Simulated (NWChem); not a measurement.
# C4H5F; SMILES C(=C)/C=C/F

```xyz
10

C     -0.2684     2.4519     0.0000
C      0.3782     1.2771     0.0000
C     -0.2761    -0.0217     0.0000
C      0.4035    -1.1716     0.0000
F     -0.2144    -2.3664     0.0000
H     -1.3546     2.5060     0.0000
H      0.2677     3.3958     0.0000
H      1.4685     1.2719     0.0000
H     -1.3634    -0.0588     0.0000
H      1.4862    -1.2654     0.0000
```
Atoms are numbered in this order, from 1.

Computed with NWChem. Pople sets run with spherical d functions. STO-3G and 3-21G are far too small for this property and stand as cheap habits. Geometry: optimised at B3LYP/6-31G* (spherical d). GIAO values for the isolated, static molecule; σ is the absolute isotropic shielding, δ = σ(reference) − σ with the isolated reference molecule computed at the same levels (13C: tetramethylsilane, 19F: trichlorofluoromethane, 1H: tetramethylsilane).

Task: Order these runs by computing time, cheapest first, and give rough ratios: Hartree-Fock/6-31G*; Hartree-Fock/STO-3G; B3LYP/6-311G**.

Result: Hartree-Fock/STO-3G (1), Hartree-Fock/6-31G* (7), B3LYP/6-311G** (30). Ratios are rough, from one shared machine; the cheapest took about 3.0 core-seconds (a rough figure). What differs between the cheapest and the dearest: δ C2 (ppm) 121.1 → 137.4; δ C3 (ppm) 109.2 → 121.5; δ F5 (ppm) -8.7 → -137.5; δ H6 (ppm) 5.57 → 5.36.
